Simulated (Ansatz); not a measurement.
A CCSD(T) single point on GaH5SeSi (`[SiH3][Se][GaH2]`).

```yaml
crystal:
  periodic: [false, false, false]
  atoms:
    - {symbol: Si, position_ang: [-0.807416, 1.059727, -0.642134]}
    - {symbol: Se, position_ang: [1.419604, 0.629775, -0.397310]}
    - {symbol: Ga, position_ang: [1.137019, -1.337327, 0.809390]}
    - {symbol: H, position_ang: [-1.482506, -0.035675, -1.382231]}
    - {symbol: H, position_ang: [-0.920332, 2.321612, -1.414863]}
    - {symbol: H, position_ang: [-1.464918, 1.227575, 0.678057]}
    - {symbol: H, position_ang: [2.445479, -2.065639, 1.244765]}
    - {symbol: H, position_ang: [-0.326930, -1.800049, 1.104326]}
basis:
  gaussian: {orbitals: def2-TZVPP}
correlation: {method: ccsd_t}
output: {orbitals: {seedname: orbitals}}
```

```sh
$ ansatz run in.yaml --threads 4 --pin off --events-out ev --progress --plain --max-ram 10444MiB
```

The program prints (abridged):

```
Functional definition: HF
1265 factors; integrals over basis functions are off by at most 8.9e-4 eV
mean field evaluation 1: about -125579.0416 eV, gradient 1.6e1 eV
mean field evaluation 2: about -125579.2093 eV, gradient 1.7e1 eV
mean field evaluation 4: about -125580.4987 eV, gradient 3.6e0 eV
mean field evaluation 8: about -125580.5299 eV, gradient 2.2e-1 eV
mean field -125580.53013198 eV, -4614.9993608097 hartree, gradient 3.7e-6 eV, S^2 0.000000; 0 other end points of the search recorded, 0 dependent functions left out
23 core orbitals not correlated: weight in the atoms' cores, before any rotation towards them, 1.000 or more for the frozen orbitals, at most 0.000 for the correlated occupied ones
reference -125580.53013198 eV, -4614.9993608097 hartree; 19, 19 occupied and 166, 166 virtual orbitals, 1265 factors
second order -17.19009470 eV of doubles, -0.00000000 eV of singles
cycle   1  -17.28850015 eV  change   -9.8e-2 eV  update   1.1e-1
cycle   2  -17.92454387 eV  change   -6.4e-1 eV  update   3.3e-2
cycle   3  -18.01028363 eV  change   -8.6e-2 eV  update   1.6e-2
cycle   4  -17.99628487 eV  change    1.4e-2 eV  update   4.3e-3
cycle   5  -17.99621547 eV  change    6.9e-5 eV  update   1.9e-3
cycle   6  -17.99616558 eV  change    5.0e-5 eV  update   6.6e-4
cycle   7  -17.99590571 eV  change    2.6e-4 eV  update   2.5e-4
cycle   8  -17.99604689 eV  change   -1.4e-4 eV  update   9.3e-5
cycle   9  -17.99607107 eV  change   -2.4e-5 eV  update   2.8e-5
perturbative correction -0.68846160 eV, -0.0253004973 hartree
Total energy: -125599.21466465 eV, -4615.6860047205 hartree
```

Hardware: 4 threads of an Intel Xeon Platinum 8175M on a shared host. Wall time 55 s, peak host memory 2.7 GiB.

MP2 recovers 92.0 % of the CCSD(T) correlation energy and the triples give 3.7 %; T1 = 0.0119.
